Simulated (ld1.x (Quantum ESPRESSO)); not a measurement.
Transferability test, TM potential for oxygen (O)

| Quantity | Value |
| --- | --- |
| Element | O (Z = 8) |
| Generator | ld1.x (Quantum ESPRESSO) 7.5 |
| Type | norm-conserving Troullier–Martins (Kleinman–Bylander form) |
| Functional | PBE |
| Relativity | non-relativistic |
| Frozen core | [He] |
| Valence charge | 6 |
| Reference configuration | 2s2 2p4 |
| Partial waves | 2p (bound): rc 1.90 bohr; 3d channel at 0.45 Ry: rc 2.00 bohr; 2s (bound): rc 0.80 bohr |
| Local potential | the s channel |
| Core correction | none |

Energies are relative to the spin-unpolarised reference configuration 2s2 2p4; without spin polarisation the order of configurations can differ from experiment.

(1) Give the all-electron excitation energy and the error of the potential for: 2s2 2p3; 2s2 2p2; 2s2 2p1; 2s2 2p3.5; 2s2 2p4.3; 2s0 2p6; 2s1 2p5.

Levels in the configuration 2s0 2p6:

| level | all-electron (eV) | pseudo (eV) |
| --- | --- | --- |
| 2p | -9.845 | -10.004 |

Results:

(1)

```
valence configuration  charge  ΔE all-electron (eV)  error AE − PS (meV)
              2s2 2p3      +1                16.439                  +50
              2s2 2p2      +2                50.033                 +458
              2s2 2p1      +3               103.905                +1865
            2s2 2p3.5    +0.5                 6.290                 +7.0
            2s2 2p4.3    -0.3                -2.125                 +0.6
              2s0 2p6       0                29.828                  -15
              2s1 2p5       0                14.896                 -2.8
```
